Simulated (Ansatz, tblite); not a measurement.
BAs nanocrystals, H-capped: gap (eV) at several levels, gas phase, relaxed structures; Ansatz, xTB through tblite. Levels of anions in sets without diffuse functions are rough. A dash marks a value that wasn't run or was left out as unsound. The structures are stationary points that may keep the symmetry of their start.

```tsv
species	state	geometry	GFN1-xTB	GFN2-xTB	PBE-D4/def2-SVP	B3LYP-D4/6-31G	PBE0-D4/def2-SVP
B3As3H12, cut from wurtzite	singlet	B3LYP-D4/def2-SVP	6.09	6.10	5.37	7.28	7.32
B4As5H16⁺, cut from zinc blende, disc	singlet	r2SCAN-D4/def2-SVP	5.44	5.78	5.26	7.14	7.21
B5As5H18, cut from wurtzite, disc	singlet	PBE-D4/def2-SVP	5.36	5.37	5.08	6.89	6.92
B6As5H18⁻, cut from wurtzite	singlet	PBE-D4/def2-SVP	5.08	4.88	4.43	6.29	6.30
B5As6H18⁺, cut from wurtzite	singlet	r2SCAN-D4/def2-SVP	5.02	4.93	4.51	6.28	6.37
B9As8H24⁻, cut from wurtzite, rod	singlet	r2SCAN-D4/def2-SVP	4.71	4.64	4.05	–	5.87
```
